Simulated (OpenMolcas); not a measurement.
# Cu2+: moving or changing the point charges

Cu2+ among 6 point charges of -2 e arranged as an octahedron (Oh), 1.65 Å from the ion.

```json
{"Program": "OpenMolcas 26.06", "Method": "CASSCF", "Basis": "ANO-RCC-VDZP [5s4p2d1f]", "Scalar Hamiltonian": "DKH2, point nucleus", "Active space": "9 electrons in 5 orbitals (3d)", "State averaging": "2S+1 = 2 even, 5 roots", "Spin-orbit coupling": "RASSI with atomic mean-field integrals over the reference wave functions"}
```

Runs around this geometry, states (labels of O, the rotations of Oh). Energies in cm-1 above the lowest state or level, χT in cm3 K/mol; 10Dq is the gap between the two states.

```
R (Å)  q (e)  Ground state  First state of that spin   10Dq  First gap with spin-orbit (degeneracies)  χT at 300 K
 1.65   -1.3            2E                  2T2 5318   5318                               4679 (4, 2)        0.671
  1.5     -2            2E                 2T2 11960  11960                              11258 (4, 2)        0.510
 1.65     -2            2E                  2T2 8153   8153                               7470 (4, 2)        0.573
 1.79     -2            2E                  2T2 5807   5807                               5158 (4, 2)        0.648
```

Taking |10Dq| as R^-n, n = -ln(5807 / 11960) / ln(1.79 / 1.5) = 4.1 between the shortest and longest distance. The point-charge formula for a cubic d site gives n = 5.

Scaling the charges by -1.3 / -2 = 0.65 scales |10Dq| by 5318 / 8153 = 0.65; with fixed orbitals a first-order splitting would follow the charge.

An orbital doublet at a regular site is open to a Jahn-Teller distortion, which this geometry leaves out. Point charges carry no covalency, so the field is a model and not that of real ligands. No measured value stands beside these numbers.
